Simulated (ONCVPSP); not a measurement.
# What one change does to a pseudopotential (As (Z = 33), ONCV)

| Item | Value |
| --- | --- |
| Element | As (Z = 33) |
| Generator | ONCVPSP 4.0.1 |
| Type | optimised norm-conserving Vanderbilt (ONCV) |
| Functional | LDA (Perdew-Wang 92) |
| Relativity | scalar-relativistic |
| Frozen core | [Ne] |
| Valence charge | 23 |
| Reference configuration | 3s2 3p6 3d10 4s2 4p3 |
| Partial waves | 3s+4s: rc 1.10 bohr, ncon 4, nbas 7, qcut 14.4 1/bohr, 2 projectors; 3p+4p: rc 0.90 bohr, ncon 4, nbas 8, qcut 17.9 1/bohr, 2 projectors; 3d: rc 0.95 bohr, ncon 5, nbas 10, qcut 19.8 1/bohr, 3 projectors, debl 3.5 Ha |
| Local potential | polynomial inside 0.70 bohr (lpopt 5, dvloc0 2 Ha) |
| Core correction | polynomial model core, fcfact 0.5 |

All-electron outer shells of the reference configuration (LDA (PZ), scalar-relativistic, ld1.x):

```json
{"shell": "2s", "level (eV)": "-1484.34", "outermost node (bohr)": "0.06", "outermost maximum (bohr)": "0.17"}
{"shell": "2p", "level (eV)": "-1302.98", "outermost node (bohr)": "–", "outermost maximum (bohr)": "0.14"}
{"shell": "3s", "level (eV)": "-189.50", "outermost node (bohr)": "0.25", "outermost maximum (bohr)": "0.52"}
{"shell": "3p", "level (eV)": "-133.41", "outermost node (bohr)": "0.22", "outermost maximum (bohr)": "0.52"}
{"shell": "3d", "level (eV)": "-40.89", "outermost node (bohr)": "–", "outermost maximum (bohr)": "0.47"}
{"shell": "4s", "level (eV)": "-14.70", "outermost node (bohr)": "0.73", "outermost maximum (bohr)": "1.61"}
{"shell": "4p", "level (eV)": "-5.35", "outermost node (bohr)": "0.78", "outermost maximum (bohr)": "1.97"}
```

Change: all radii but the core radius scaled by about 0.78 (s 0.86, p 0.70, d 0.74 bohr); local potential polynomial inside 0.54 bohr (lpopt 5, dvloc0 2 Ha).

Cutoffs: the cutoffs (Ha) at which the residual kinetic energy of the hardest occupied pseudo-wave falls to 1 and 0.1 mHa per electron; they do not see the model core or the augmentation charge, which bear on the density cutoff. Errors are all-electron minus pseudo energies relative to the spin-unpolarised reference configuration.

Task: Predict the effect on cutoff, ghosts and configuration errors.

Result: The potential gets harder (143 Ha and 160 Ha → 174 Ha and 200 Ha); of the 4 tests that both files solve, the error grows in 2 and shrinks in 1 by more than 15 % and 0.3 meV (median size 1.4 → 2.0 meV); neither file shows a bound ghost. A smaller radius makes the pseudo-wave follow the all-electron one further in, where it bends more sharply, so more plane waves are needed.

| quantity | base | changed |
| --- | --- | --- |
| cutoff, loose | 143 Ha | 174 Ha |
| cutoff, tight | 160 Ha | 200 Ha |
| loose cutoff by channel | s 61 Ha, p 68 Ha, d 143 Ha | s 79 Ha, p 111 Ha, d 174 Ha |
| bound ghosts | none | none |
| GHOST(+) flags under 300 eV | none | none |
| error for 3s2 3p6 3d10 4s2 4p2, meV [ΔE 9.32 eV] | -0.1 | -0.3 |
| error for 3s2 3p6 3d10 4s2 4p1, meV [ΔE 27.48 eV] | -0.8 | -1.3 |
| error for 3s2 3p6 3d10 4s2 4p0, meV [ΔE 55.51 eV] | -1.9 | -2.7 |
| error for 3s2 3p6 3d10 4s1 4p0, meV [ΔE 106.62 eV] | -6.4 | -4.7 |
| rms error of d²Exc/dni dnj with the model core, mHa | 1.34 | 1.04 |
